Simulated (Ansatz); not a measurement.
Predict a relaxed structure of the cluster KBr2 (the lowest doublet isomer of a short search), charge 0, doublet, at PBE-D4/def2-TZVP (Ansatz).


```csv
atom,x (Å),y (Å),z (Å)
K1,-1.3666,-0.9877,0.5188
Br2,1.1580,0.5739,1.1436
Br3,0.2086,0.4138,-1.6624
```
Point group C2v (tolerance 0.1 Å). This is one stationary point.

In the doublet, Br2 and Br3 lie 2.97 Å apart (atoms count from 1), so these atoms are partly bonded to each other. The structure comes from a short search, and lower isomers may exist.
